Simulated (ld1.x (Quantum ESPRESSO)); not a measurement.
An all-electron radial function and its pseudo partner (Tc)

Columns: radius, all-electron u(r) and pseudo u(r) of the 5p shell (level -1.62 eV) of technetium in the configuration [Kr] 4d5 5s1.75 5p0.25; PBEsol, non-relativistic, TM scheme, ld1.x (Quantum ESPRESSO) 7.5.

| r (bohr) | all-electron | pseudo |
| --- | --- | --- |
| 0.140 | 0.0247 | -0.0024 |
| 0.280 | -0.1166 | -0.0095 |
| 0.420 | -0.0678 | -0.0207 |
| 0.560 | 0.0534 | -0.0352 |
| 0.700 | 0.1505 | -0.0519 |
| 0.840 | 0.1959 | -0.0700 |
| 0.980 | 0.1935 | -0.0885 |
| 1.120 | 0.1570 | -0.1071 |
| 1.260 | 0.1000 | -0.1258 |
| 1.400 | 0.0332 | -0.1454 |
| 1.540 | -0.0362 | -0.1666 |
| 1.680 | -0.1037 | -0.1907 |
| 1.820 | -0.1669 | -0.2185 |
| 1.960 | -0.2242 | -0.2504 |
| 2.100 | -0.2754 | -0.2858 |
| 2.240 | -0.3202 | -0.3231 |
| 2.380 | -0.3589 | -0.3593 |
| 2.520 | -0.3919 | -0.3919 |
| 2.660 | -0.4196 | -0.4196 |
| 2.800 | -0.4423 | -0.4423 |
| 2.940 | -0.4606 | -0.4606 |
| 3.080 | -0.4748 | -0.4748 |
| 3.220 | -0.4853 | -0.4853 |
| 3.360 | -0.4925 | -0.4925 |
| 3.500 | -0.4967 | -0.4967 |
| 3.640 | -0.4983 | -0.4983 |

(1) How many radial nodes do the two functions have?

(2) At about which radius was the pseudo-wave matched?

(3) Is the pseudo-wave norm-conserving?

## Answers

(1) The all-electron 5p function has n − l − 1 = 3; the pseudo-wave has 0, since the states of the same l below it are removed with the core.

(2) 2.65 bohr. The columns agree to 0.0005 from 2.38 bohr on; several derivatives are matched, so the curves merge somewhat inside the radius.

(3) Yes: the TM scheme keeps the norm inside the radius equal to the all-electron one, which fixes the energy derivative of the logarithmic derivative at the level.
